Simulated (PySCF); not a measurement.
C4H7 (SMILES [CH2]C(=C)C), doublet, geometry from GFN2-xTB; DF-WB97X/cc-pVDZ in PySCF.

The PySCF input:
```python
from pyscf import gto, scf, dft

mol = gto.Mole()
mol.atom = '''
    C    -0.194952    0.156859    1.403666
    C    -0.001194    0.082410    0.043784
    H    -0.293780    1.106309    1.898547
    H    -0.253923   -0.725966    2.013739
    C     0.075906    1.211654   -0.740905
    H     0.227959    1.147651   -1.802926
    H    -0.014872    2.193241   -0.312045
    C     0.110667   -1.267270   -0.613767
    H     0.387261   -2.030937    0.108215
    H    -0.847354   -1.543913   -1.053266
    H     0.852147   -1.248297   -1.408931
'''
mol.basis = 'cc-pvdz'
mol.charge = 0
mol.spin = 1
mol.verbose = 4
mol.build()

mf = dft.UKS(mol)
mf.xc = 'wb97x'
mf = mf.density_fit(auxbasis='def2-universal-jkfit')
mf.kernel()
```

**Question.** Write the output that PySCF gives for this input, abridged.

**Answer.** 
```
PySCF version 2.14.0

[INPUT] verbose = 4
[INPUT] num. atoms = 11
[INPUT] num. electrons = 31
[INPUT] charge = 0
[INPUT] spin (= nelec alpha-beta = 2S) = 1
[INPUT] symmetry False subgroup None
[INPUT] Mole.unit = angstrom
[INPUT] Symbol           X                Y                Z      unit          X                Y                Z       unit  Magmom
[INPUT]  1 C     -0.194952000000   0.156859000000   1.403666000000 AA   -0.368405887436   0.296420550173   2.652544310364 Bohr   0.0
[INPUT]  2 C     -0.001194000000   0.082410000000   0.043784000000 AA   -0.002256332993   0.155732329925   0.082739768638 Bohr   0.0
[INPUT]  3 H     -0.293780000000   1.106309000000   1.898547000000 AA   -0.555163740875   2.090621019141   3.587733864615 Bohr   0.0
[INPUT]  4 H     -0.253923000000  -0.725966000000   2.013739000000 AA   -0.479844926728  -1.371876915746   3.805415196356 Bohr   0.0
[INPUT]  5 C      0.075906000000   1.211654000000  -0.740905000000 AA    0.143441551211   2.289694217734  -1.400107534321 Bohr   0.0
[INPUT]  6 H      0.227959000000   1.147651000000  -1.802926000000 AA    0.430780077630   2.168746076583  -3.407036362858 Bohr   0.0
[INPUT]  7 H     -0.014872000000   2.193241000000  -0.312045000000 AA   -0.028104006925   4.144624815167  -0.589679588540 Bohr   0.0
[INPUT]  8 C      0.110667000000  -1.267270000000  -0.613767000000 AA    0.209130321027  -2.394793225878  -1.159851534296 Bohr   0.0
[INPUT]  9 H      0.387261000000  -2.030937000000   0.108215000000 AA    0.731817228725  -3.837914706246   0.204496712570 Bohr   0.0
[INPUT] 10 H     -0.847354000000  -1.543913000000  -1.053266000000 AA   -1.601266990555  -2.917572730156  -1.990384276316 Bohr   0.0
[INPUT] 11 H      0.852147000000  -1.248297000000  -1.408931000000 AA    1.610324447870  -2.358939452116  -2.662493718410 Bohr   0.0

nuclear repulsion = 113.354943457054
number of shells = 41
number of NR pGTOs = 153
number of NR cGTOs = 91
basis = cc-pvdz
ecp = {}

******** <class 'pyscf.df.df_jk.DFUKS'> ********
method = DFUKS
initial guess = minao
damping factor = 0
level_shift factor = 0
DIIS = <class 'pyscf.scf.diis.CDIIS'>
diis_start_cycle = 1
diis_space = 8
diis_damp = 0
SCF conv_tol = 1e-09
SCF conv_tol_grad = None
SCF max_cycles = 50
direct_scf = False
number electrons alpha = 16  beta = 15
XC library pyscf.dft.libxc version 7.1.2
    S. Lehtola, C. Steigemann, M. J. T. Oliveira, and M. A. L. Marques,  SoftwareX 7, 1–5 (2018)
XC functionals = wb97x
    J.-D. Chai and M. Head-Gordon,  J. Chem. Phys. 128, 084106 (2008)
radial grids:
    Treutler-Ahlrichs [JCP 102, 346 (1995); DOI:10.1063/1.469408] (M4) radial grids

becke partition: Becke, JCP 88, 2547 (1988); DOI:10.1063/1.454033
pruning grids: <function nwchem_prune>
grids dens level: 3
symmetrized grids: False
atomic radii adjust function: <function treutler_atomic_radii_adjust>
small_rho_cutoff = 0
Set gradient conv threshold to 3.16228e-05
tot grids = 125128
******** <class 'pyscf.df.df.DF'> ********
auxbasis = def2-universal-jkfit
Create RSH-DF object <pyscf.df.df.DF object> for omega=0.3
******** <class 'pyscf.df.df.DF'> ********
auxbasis = auxmol.basis = def2-universal-jkfit
init E= -157.014745161686

cycle= 1 E= -156.515273157714  delta_E= 0.499  |g|= 0.136  |ddm|= 2.14
cycle= 2 E= -156.529657875086  delta_E= -0.0144  |g|= 0.0533  |ddm|= 0.186
cycle= 3 E= -156.532002288296  delta_E= -0.00234  |g|= 0.0235  |ddm|= 0.0755
cycle= 4 E= -156.532831120733  delta_E= -0.000829  |g|= 0.00947  |ddm|= 0.0383
cycle= 5 E= -156.53309303774  delta_E= -0.000262  |g|= 0.00543  |ddm|= 0.0262
cycle= 6 E= -156.533145922954  delta_E= -5.29e-05  |g|= 0.00106  |ddm|= 0.0138
cycle= 7 E= -156.533147827948  delta_E= -1.9e-06  |g|= 0.000281  |ddm|= 0.00291
cycle= 8 E= -156.533147907774  delta_E= -7.98e-08  |g|= 0.000119  |ddm|= 0.000561
cycle= 9 E= -156.533147921927  delta_E= -1.42e-08  |g|= 4.13e-05  |ddm|= 0.000189
cycle= 10 E= -156.533147924785  delta_E= -2.86e-09  |g|= 1.47e-05  |ddm|= 9.47e-05
cycle= 11 E= -156.533147925398  delta_E= -6.13e-10  |g|= 6.1e-06  |ddm|= 4.58e-05
Extra cycle  E= -156.533147925506  delta_E= -1.08e-10  |g|= 4.09e-06  |ddm|= 1.36e-05
converged SCF energy = -156.533147925506  <S^2> = 0.79745415  2S+1 = 2.0469042
```
